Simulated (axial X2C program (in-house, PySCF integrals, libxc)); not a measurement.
Spin–orbit effects down a group: molecules with Sc, HF

All values come from calculations with an axial X2C code built on PySCF integrals, spin-free (one-electron X2C) or two-component (2c: spin–orbit coupling with atomic mean-field Coulomb and Gaunt terms, which also bring small scalar terms), in Dyall basis sets with cores contracted in-house; open shells are unrestricted.

Basis sets: Br dyall-cv3z, Cl dyall-av3z, F dyall-av3z, I dyall-cv3z, Sc dyall-cv3z.

| molecule | spin-free state | Re (Å) | ωe (cm⁻¹) | De (eV) | 2c state | Re 2c (Å) | ωe 2c (cm⁻¹) | De 2c (eV) |
| --- | --- | --- | --- | --- | --- | --- | --- | --- |
| ScF | M_S = 1, Λ = 2 | 1.891 | 632.2 | 4.56 | Ω = 1 | 1.891 | 631.9 | 4.55 |
| ScCl | M_S = 1, Λ = 2 | 2.404 | 376.1 | 3.83 | Ω = 1 | 2.404 | 375.9 | 3.77 |
| ScBr | M_S = 1, Λ = 2 | 2.568 | 284.6 | 3.39 | Ω = 1 | 2.569 | 284.3 | 3.23 |
| ScI | M_S = 1, Λ = 2 | 2.815 | 234.6 | 2.83 | Ω = 1 | 2.818 | 233.5 | 2.53 |

Each entry is the lowest single determinant of a limited PBE0 search at one distance. De goes to single-determinant-based atoms at the same level (for ions the charge split of lowest energy) and is withheld (n/a) where an atom does not fit its ground term or J level. Main or longest-lived isotopes. One determinant is a doubtful description, or other states lie close, for ScF, ScCl, ScBr, ScI; these need not be ground states, and all values refer to the states named. With several unpaired electrons the Ω given is that of one determinant, not necessarily of the lowest component.
